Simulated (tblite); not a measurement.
Isomers of [C8H16P]+ (charge +1). All values are computed: GFN2-xTB (tblite) harmonic vibrations without scaling, gas phase. This tight-binding method is rough: wavenumbers can miss measured ones by several per cent, in bad cases by 10 to 20. Modes of hydrogen on phosphorus can be 10 to 20 % off. One conformer each.

Electronic energies: GFN2-xTB at the same geometries; isomer energies are rough at this level and their order can be wrong.

```json
{"SMILES": "C=C[C@@H]1C[P@@H+](CC)[C@H]1C", "electronic energy, lowest = 0 (kcal/mol)": "53.4"}
{"SMILES": "C=C[P@@H+](/C=C\\C)C(C)C", "electronic energy, lowest = 0 (kcal/mol)": "58.4"}
{"SMILES": "C=C[PH+]1CCCCCC1", "electronic energy, lowest = 0 (kcal/mol)": "37.8"}
{"SMILES": "C=C[C@@H]1CC[C@@H](C)[P@@H+]1C", "electronic energy, lowest = 0 (kcal/mol)": "34.0"}
{"SMILES": "C#C[PH+](C(C)C)C(C)C", "electronic energy, lowest = 0 (kcal/mol)": "66.4"}
{"SMILES": "C[P+]12CCC(CC1)CC2", "electronic energy, lowest = 0 (kcal/mol)": "0.0"}
```

Q: How do GFN2-xTB zero-point energies change the relative energies?

A: 
| SMILES | ZPE (kcal/mol) | of it from modes above 1550 cm⁻¹ | electronic (kcal/mol) | with ZPE, lowest = 0 (kcal/mol) | lowest mode (cm⁻¹) | rings |
| --- | --- | --- | --- | --- | --- | --- |
| C[P+]12CCC(CC1)CC2 | 139.1 | 68.3 | 0.0 | 0.0 | 130 | 3 |
| C=C[C@@H]1CC[C@@H](C)[P@@H+]1C | 135.6 | 70.5 | 34.0 | 30.5 | 36 | 1 |
| C=C[PH+]1CCCCCC1 | 137.0 | 70.0 | 37.8 | 35.6 | 49 | 1 |
| C=C[C@@H]1C[P@@H+](CC)[C@H]1C | 134.9 | 70.6 | 53.4 | 49.2 | 41 | 1 |
| C=C[P@@H+](/C=C\C)C(C)C | 133.5 | 73.1 | 58.4 | 52.7 | 41 | 0 |
| C#C[PH+](C(C)C)C(C)C | 134.0 | 71.7 | 66.4 | 61.3 | 47 | 0 |

The zero-point energies span 5.6 kcal/mol, from `C=C[P@@H+](/C=C\C)C(C)C` to `C[P+]12CCC(CC1)CC2`. The order is unchanged.

Q: What do entropy and thermal enthalpy add at 298.15 K and 1 bar (rigid rotor, harmonic oscillator, one conformer each)?

A: 
| SMILES | point group | symmetry number | S (cal/(mol K)) | H − H(0) (kcal/mol) | ZPE + H − H(0) − TS (kcal/mol) |
| --- | --- | --- | --- | --- | --- |
| C[P+]12CCC(CC1)CC2 | C3 | 3 | 91.6 | 6.67 | 118.5 |
| C=C[C@@H]1CC[C@@H](C)[P@@H+]1C | C1 | 1 | 104.2 | 7.76 | 112.3 |
| C=C[PH+]1CCCCCC1 | C1 | 1 | 100.4 | 7.27 | 114.3 |
| C=C[C@@H]1C[P@@H+](CC)[C@H]1C | C1 | 1 | 107.6 | 8.07 | 110.9 |
| C=C[P@@H+](/C=C\C)C(C)C | C1 | 1 | 113.1 | 8.82 | 108.6 |
| C#C[PH+](C(C)C)C(C)C | C1 | 1 | 112.7 | 8.98 | 109.4 |
